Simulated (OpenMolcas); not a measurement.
An OpenMolcas run meant for Pd4+ (ANO-R2, X2C; inactive shells 1s 2s 2p 3s 3p 3d 4s 4p; intended active space 6 electrons in 5 orbitals (4d)). One step of its input:

```
&CASPT2
Multistate=5 1 2 3 4 5
Frozen=8 6
IPEA=-0.25
Imaginary=0.1
MaxIter=60
WThr=0.0 0.3 0.05
PrWF=0.5
NoMix
```

The run finished. Its levels beside those of a sound run (SS-CASPT2, IPEA 0.25 Eh, imaginary shift 0.1 Eh (closed shells correlated: 4s 4p)), in eV above each run's lowest level:

```
  Level  This run  Usual run
4d6 5D4    0.0000     0.0000
4d6 5D3    0.2536     0.2498
4d6 5D2    0.3847     0.3879
4d6 5D1    0.4818     0.4850
4d6 5D0    0.5333     0.5358
4d6 3P2    2.1610     2.4740
4d6 3H6    2.2713     2.5220
4d6 3H5    2.3044     2.5576
4d6 3F3    2.5222     2.8302
4d6 3F2    2.6860     3.0100
4d6 3P1    2.8457     3.1561
4d6 3G5    2.9318     3.1808
```

**Question.** Which setting is unsound, and how much does it matter here?

**Answer.** The IPEA shift is negative. Against the sound run the excited levels shown move by 1500 cm-1 on average and by 2600 cm-1 at most.

CASPT2 does not keep the components of a term degenerate, so their means are used; among the terms shown or strongly mixed into the levels shown the widest spread is 1600 cm-1 (4d6 3H, this run). Some high roots are left out of the spin-orbit mixing, which shifts the levels that they would mix with. The CASPT2 spread within a term exceeds the gap to the next term for 4d6 3H and 4d6 3P, so the order of their levels is uncertain (holds for this run). Only configurations of the active space appear.
